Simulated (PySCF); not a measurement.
PySCF 2.14 output of an unrestricted PBE0 calculation on a single atom or ion in x2c-TZVPPall, with scalar relativity by spin-free X2C-1e:

```
SCF conv_tol = 1e-09
number electrons alpha = 23  beta = 22
    C. Adamo and V. Barone.,  J. Chem. Phys. 110, 6158 (1999)
    M. Ernzerhof and G. E. Scuseria.,  J. Chem. Phys. 110, 5029 (1999)
cycle= 1 E= -4783.25533083491  delta_E= -0.011  |g|= 0.0722  |ddm|= 0.16
cycle= 2 E= -4783.25367466915  delta_E= 0.00166  |g|= 0.121  |ddm|= 0.0927
cycle= 3 E= -4783.25763733315  delta_E= -0.00396  |g|= 0.0125  |ddm|= 0.0632
cycle= 4 E= -4783.25854700187  delta_E= -0.00091  |g|= 0.0122  |ddm|= 0.065
cycle= 5 E= -4783.2579391892  delta_E= 0.000608  |g|= 0.0121  |ddm|= 0.043
cycle= 6 E= -4783.25545171522  delta_E= 0.00249  |g|= 0.032  |ddm|= 0.237
cycle= 7 E= -4783.25598275587  delta_E= -0.000531  |g|= 0.00686  |ddm|= 0.0402
cycle= 8 E= -4783.25590051254  delta_E= 8.22e-05  |g|= 0.035  |ddm|= 0.064
cycle= 9 E= -4783.25585890224  delta_E= 4.16e-05  |g|= 0.0124  |ddm|= 0.0851
cycle= 10 E= -4783.25583814869  delta_E= 2.08e-05  |g|= 0.0056  |ddm|= 0.026
cycle= 11 E= -4783.25581393085  delta_E= 2.42e-05  |g|= 0.000453  |ddm|= 0.0507
cycle= 12 E= -4783.25581319996  delta_E= 7.31e-07  |g|= 0.00124  |ddm|= 0.00492
cycle= 13 E= -4783.25581331736  delta_E= -1.17e-07  |g|= 0.00111  |ddm|= 0.000637
cycle= 14 E= -4783.25581368076  delta_E= -3.63e-07  |g|= 0.00035  |ddm|= 0.00145
cycle= 15 E= -4783.25581372181  delta_E= -4.1e-08  |g|= 2.31e-06  |ddm|= 0.000388
cycle= 16 E= -4783.25581372181  delta_E= -2.73e-12  |g|= 2.38e-06  |ddm|= 2.79e-05
converged SCF energy = -4783.25581372181  <S^2> = 0.8067841  2S+1 = 2.0560001
```

The run itself started from symmetry-adapted Hartree-Fock orbitals and held the occupation by maximum overlap, on a logarithmic radial grid, so the iterations belong to that start.

Which element, charge and spin multiplicity is this?

Rh (rhodium, neutral), multiplicity 2; the state was [Kr] 4d9, 2D determinant (an excited configuration).
